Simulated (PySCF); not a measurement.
Work out the structure from these simulated measurements.

Formula: C3H3F3O2.

| Quantity | Value |
| --- | --- |
| Dipole | 1.91 D [B97-2/pcSseg-2] |
| 13C NMR | chemical shifts (computed TMS as zero) by class: 171.7 (1 C), 134.9 (1 C), 43.4 (1 C) ppm [GIAO B97-2/pcSseg-2] |
| Rotational structure | rotational constants A, B, C: 3.759, 1.419, 1.285 GHz [PBE0-D3(BJ)/def2-TZVP] |
| 1H NMR | chemical shifts (computed TMS as zero) by class: 6.28 (1 H), 3.01 (2 H) ppm [GIAO B97-2/pcSseg-2] |
| NMR, other nuclei | isotropic shieldings of nuclei other than C and H, by class: -114 (1 O), 120 (1 O), 251 (3 F) ppm [GIAO B97-2/pcSseg-2] |

The electronic properties come from PySCF, for the isolated species, density fitting. Levels stand in brackets. Geometry: PBE0-D3(BJ)/def2-TZVP, one conformer, isolated molecule. NMR values are class means; diastereotopic atoms form classes of their own.

Task: Propose a structure and show how it fits.

Result: Numbering: `[O:1]=[C:2]([OH:3])[CH2:4][C:5]([F:6])([F:7])[F:8]`. Its formula, C3H3F3O2, gives 1 degree of unsaturation: 0 rings and 1 π bond in the structure found. 3 carbons fall into 3 classes; from least to most shielded: carboxylic acid carbon [C2] (171.7 ppm), CF3 carbon [C5] (134.9 ppm), sp3 carbon next to a carbonyl [C4] (43.4 ppm). Hydrogen classes from least to most shielded: 1 H on an acid hydroxyl oxygen, O3 (6.28 ppm), 2 H on an sp3 carbon next to a carbonyl, C4 (3.01 ppm). The other shieldings belong to: -114 ppm, acid carbonyl oxygen [O1]; 120 ppm, acid hydroxyl oxygen [O3]; 251 ppm, fluorine of a CF3 group [F6/F7/F8]. The optimised geometry has point group C1 and is an asymmetric top. Structure: CF3CH2CO2H (`O=C(O)CC(F)(F)F`). The assignments are read from this structure; whether some other isomer fits the data as well wasn't checked.

Conformer computed: `[O:1]=[C:2]([OH:3])[CH2:4][C:5]([F:6])([F:7])[F:8]`: O1–C2–C4–C5 115°, C2–C4–C5–F6 -173°, H–O3–C2–O1 -2°.
